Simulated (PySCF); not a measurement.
**Complete the spectrum of C3H6F3O2P**

C3H6F3O2P.
Geometry (GFN2-xTB, Å), atoms numbered from 1 in this order:
```
atom  x, y, z in Å
C1     1.7991    0.6216   -0.4234
C2     0.9528   -0.6435   -0.4357
P3    -0.8169   -0.1982   -0.4167
O4    -1.3478    0.7008   -1.4358
O5    -1.5787   -1.6006   -0.3292
C6    -1.1416    0.4688    1.3289
F7    -0.6760    1.7042    1.5159
F8    -2.4654    0.5002    1.5228
F9    -0.6170   -0.2949    2.2942
H10    1.4966    1.2763   -1.2384
H11    1.6767    1.1636    0.5122
H12    2.8517    0.3751   -0.5428
H13    1.1716   -1.2920    0.4127
H14    1.1092   -1.2088   -1.3573
H15   -2.4187   -1.5648   -0.7962
```

The calculation used TDDFT CAM-B3LYP/def2-SVPD, vertical, gas phase, core orbitals frozen in the response (PySCF 2.14.0, density-fitted response routines).

Orbital energies (eV): HOMO-3 -12.14, HOMO-2 -11.74, HOMO-1 -10.66, HOMO -10.10, LUMO 0.81, LUMO+1 1.11, LUMO+2 1.86.

Lowest singlets, with some entries withheld (?).

```csv
state,λ (nm),f,"main configurations (H = HOMO, L = LUMO)"
S1,159.0,?,?
S2,154.1,0.038,?
S3,149.1,0.057,H-1→L (84%)
S4,144.4,?,"H→L+4 (26%), H→L+2 (25%), H→L (18%)"
S5,142.7,0.021,"H-1→L+1 (52%), H-1→L+3 (14%), H-1→L+4 (12%)"
S6,?,0.0065,"H-2→L (72%), H-2→L+1 (8%)"
S7,135.7,0.025,?
S8,?,?,"H-1→L+2 (23%), H-1→L+4 (22%), H-1→L+5 (11%)"
```

(1) Fill in the withheld entries.

(2) What is the mean static polarisability from the same response equations?

(3) Where do the lowest triplets lie (Tamm–Dancoff)?

(4) How far apart are S2 and S5, in eV and cm⁻¹?

Answers

(1) 
- S1: f = 0.0024; H→L (59%), H→L+1 (22%), H→L+5 (11%)
- S2: H→L+1 (39%), H→L (17%), H→L+3 (15%)
- S4: f = 0.022
- S6: λ = 137.4 nm
- S7: H→L+3 (26%), H→L+5 (18%), H→L+1 (15%)
- S8: λ = 134.6 nm; f = 0.018

(2) 67.7 au (10.04 Å³), with principal values 63.5, 65.9 and 73.8 au.

(3) T1 7.49 eV, H→L+1 (46%), H→L+5 (20%), H→L (15%); T2 7.62 eV, H→L (46%), H→L+4 (18%), H→L+3 (12%); T3 7.79 eV, H-1→L (54%), H-1→L+1 (22%), H-1→L+5 (12%). E(S1) − E(T1) = +0.30 eV.

(4) 8.686 − 8.044 = 0.642 eV, or about 5180 cm⁻¹.

One conformer stands for the species.
